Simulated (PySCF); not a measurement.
Pb⁺ (lead, charge +1): PBEsol calculation

Configuration: [Xe] 4f14 5d10 6s1 6p2, high-spin 4P determinant (an excited configuration). Computed with PySCF 2.14 in ANO-RCC-VTZP, with scalar relativity by spin-free X2C-1e.

```
Total energy                                                  : -20878.58 hartree
One-electron energy                                           : -28538.56 hartree
Hartree (Coulomb) energy                                      : 8049.09 hartree
Exchange-correlation energy                                   : -389.10 hartree
⟨S²⟩                                                          : 3.7521
⟨L²⟩                                                          : 2.008
Sum of ⟨r⟩                                                    : 45.97 bohr
Sum of ⟨r²⟩                                                   : 60.09 bohr²
Traceless quadrupole moment −½Σ⟨3z² − r²⟩ along its main axis : 3.71 e·bohr²
Langevin diamagnetic susceptibility                           : -47.6 ×10⁻⁶ cm³/mol
```

| shell | electrons | mean orbital energy (hartree) | spread (hartree) | rms radius, mean of both spins (bohr) |
| --- | --- | --- | --- | --- |
| 1s α | 1 | -3223.51978 | 0 | 0.0181 |
| 1s β | 1 | -3223.51740 | 0 | 0.0181 |
| 2s α | 1 | -576.89191 | 0 | 0.0731 |
| 2s β | 1 | -576.89125 | 0 | 0.0731 |
| 2p α | 3 | -497.71650 | 0.00125 | 0.0673 |
| 2p β | 3 | -497.71552 | 0.00186 | 0.0673 |
| 3s α | 1 | -138.81731 | 0 | 0.186 |
| 3s β | 1 | -138.81624 | 0 | 0.186 |
| 3p α | 3 | -115.97137 | 0.00357 | 0.189 |
| 3p β | 3 | -115.97024 | 0.00395 | 0.189 |
| 3d α | 5 | -91.45078 | 0.00321 | 0.173 |
| 3d β | 5 | -91.44987 | 0.00351 | 0.173 |
| 4s α | 1 | -31.68362 | 0 | 0.409 |
| 4s β | 1 | -31.68197 | 0 | 0.409 |
| 4p α | 3 | -24.14157 | 0.00675 | 0.436 |
| 4p β | 3 | -24.13973 | 0.00733 | 0.436 |
| 4d α | 5 | -15.08707 | 0.00663 | 0.463 |
| 4d β | 5 | -15.08496 | 0.00723 | 0.463 |
| 5s α | 1 | -5.62178 | 0 | 0.905 |
| 5s β | 1 | -5.61730 | 0 | 0.905 |
| 4f α | 7 | -5.23821 | 0.00713 | 0.497 |
| 4f β | 7 | -5.23581 | 0.00789 | 0.497 |
| 5p α | 3 | -3.51766 | 0.01260 | 1.04 |
| 5p β | 3 | -3.51155 | 0.01510 | 1.04 |
| 5d α | 5 | -1.12609 | 0.01393 | 1.40 |
| 5d β | 5 | -1.10410 | 0.02113 | 1.40 |
| 6s α | 1 | -0.77717 | 0 | 2.36 |
| 6p α | 2 | -0.42314 | 0 | 3.10 |

Spin-orbit coupling is strong in this species (close to jj coupling), so the high-spin LS determinant is a model state, not a physical level.

Densities and radii are taken from the X2C orbitals without a picture-change correction, which distorts them close to the nucleus.
